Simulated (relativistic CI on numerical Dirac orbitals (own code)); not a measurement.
# Re74+: computed level list

Computed by Dirac equation for one electron, model QED (radiative potential, 1s self-energy scaled to tabulated hydrogen-like ionisation energies) (own radial code, finite nucleus).

Configurations in the expansion: 1s, 2s, 2p, 3s, 3p, 3d, 4s, 4p, 4d, 4f, 5s, 5p, 5d, 5f, 5g, 6s, 6p, 6d. Levels of other configurations are missing.

The lowest level is 1s ²S1/2, with 100 % of that term; Hund's rules for 1s give ²S with J = 1/2, in agreement.

```csv
No.,Configuration,Term,J,E (eV),%,Landé g,Lifetime (s)
1,1s,²S,1/2,0.0,100,1.785,
2,2p,²P°,1/2,61891.5,100,0.610,4.87e-17
3,2s,²S,1/2,61917.2,100,1.947,
4,2p,²P°,3/2,63661.7,100,1.293,5.45e-17
5,3p,²P°,1/2,73911.8,100,0.642,1.72e-16
6,3s,²S,1/2,73919.4,100,1.978,2.77e-15
7,3d,²D,3/2,74437.9,100,0.781,4.21e-16
8,3p,²P°,3/2,74439.1,100,1.316,1.74e-16
9,3d,²D,5/2,74587.4,100,1.183,4.73e-16
10,4p,²P°,1/2,78042.6,100,0.653,4.13e-16
11,4s,²S,1/2,78045.7,100,1.989,4.18e-15
12,4d,²D,3/2,78262.9,100,0.789,9.57e-16
13,4p,²P°,3/2,78263.4,100,1.324,4.03e-16
14,4f,²F°,5/2,78326.2,100,0.847,2.16e-15
15,4d,²D,5/2,78326.4,100,1.191,1.08e-15
16,4f,²F°,7/2,78356.8,100,1.134,2.24e-15
17,5p,²P°,1/2,79922.7,100,0.657,8.11e-16
18,5s,²S,1/2,79924.3,100,1.994,6.73e-15
19,5d,²D,3/2,80034.7,100,0.793,1.82e-15
20,5p,²P°,3/2,80034.9,100,1.328,7.78e-16
21,5f,²F°,5/2,80067.1,100,0.851,4.13e-15
22,5d,²D,5/2,80067.2,100,1.194,2.07e-15
23,5g,²G,7/2,80082.8,100,0.883,7.20e-15
24,5f,²F°,7/2,80082.9,100,1.137,4.29e-15
25,5g,²G,9/2,80092.2,100,1.105,7.32e-15
26,6p,²P°,1/2,80931.1,100,0.660,1.41e-15
27,6s,²S,1/2,80932.0,100,1.996,1.05e-14
28,6d,²D,3/2,80995.5,100,0.795,3.11e-15
29,6p,²P°,3/2,80995.6,100,1.330,1.33e-15
30,6d,²D,5/2,81014.3,100,1.196,3.53e-15
```

Energies count from the lowest computed level; ° marks odd parity; lifetimes are radiative, by E1, M1, E2, M2 decay to levels of this space only; some are left blank where a channel outside the calculation adds to the decay or the decay crosses a small, uncertain gap.
